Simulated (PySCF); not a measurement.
# TDDFT excited states: C6H9NSi

Compound: C6H9NSi.
Structure used (GFN2-xTB), in Å, numbered top down from 1:
```xyz
17
C6H9NSi angstrom
N     -3.521   -0.123   -1.462
C     -2.927    0.962   -0.687
C     -1.544    0.734   -0.294
C     -0.409    0.411   -0.037
C      0.915    0.154    0.323
C      1.691   -0.914    0.061
C      3.017   -0.618    0.705
Si     2.277    1.062    1.296
H     -2.982   -0.278   -2.309
H     -3.496   -0.985   -0.925
H     -2.988    1.876   -1.289
H     -3.540    1.106    0.211
H      1.449   -1.810   -0.491
H      3.292   -1.343    1.471
H      3.840   -0.579   -0.009
H      2.080    1.217    2.736
H      2.839    2.267    0.690
```

Theory: TDDFT CAM-B3LYP/def2-SVPD, vertical, gas phase, core orbitals frozen in the response in PySCF 2.14.0, density-fitted response routines.

Question: List the vertical singlet excitations with oscillator strengths and describe the spectrum.

Answer: 

```
state  λ (nm)  E (eV)       f  symmetry     main configurations (H = HOMO, L = LUMO)
   S1   248.0    5.00  0.0007         –                     H-1→L (78%), H-2→L (17%)
   S2   232.2    5.34   0.207        A′                                    H→L (82%)
   S3   220.9    5.61  0.0001         –                     H→L+1 (65%), H→L+3 (18%)
   S4   198.7    6.24  0.0000         –        H→L+3 (42%), H→L+1 (23%), H→L+2 (11%)
   S5   194.8    6.36   0.020        A′  H-1→L+2 (51%), H-1→L+3 (12%), H-1→L+1 (11%)
   S6   194.4    6.38  0.0037        A″                                  H→L+2 (79%)
   S7   189.7    6.53   0.351        A′                 H-1→L+1 (54%), H-1→L+3 (10%)
   S8   186.1    6.66  0.0000         –                                  H-3→L (94%)
```

Triplets, Tamm–Dancoff:

```
state  E (eV)  λ (nm)  main configurations (H = HOMO, L = LUMO)
   T1    3.39   365.8                                 H→L (92%)
   T2    4.70   263.9                  H-1→L (71%), H-2→L (19%)
   T3    5.23   237.1              H-1→L+3 (25%), H-1→L+1 (20%)
```

The lowest singlet comes at 248 nm (482 kJ/mol) in the ultraviolet; it is very weak; its leading configuration is HOMO-1→LUMO (78%). The strongest level in the table is S7 at 6.53 eV (190 nm, f = 0.351). Löwdin shares by element: HOMO carbon 79% or more (atoms not listed hold the other 21%); LUMO carbon 76% or more (atoms not listed hold the other 24%). Weighted by f, the mean energy of these states is 6.10 eV. The oscillator strengths of these states sum to 0.582; summed over the whole spectrum of an exact calculation they would give the number of electrons, 66 (Thomas–Reiche–Kuhn). Orbital energies (eV): HOMO-3 -9.94, HOMO-2 -9.11, HOMO-1 -8.24, HOMO -7.86, LUMO 0.34, LUMO+1 0.83, LUMO+2 1.19. Symmetry labels in Cs follow from the direction of the transition dipole and are given only for states with f of 0.002 or more. The window holds the lowest 8 singlets.

One conformer stands for the species.
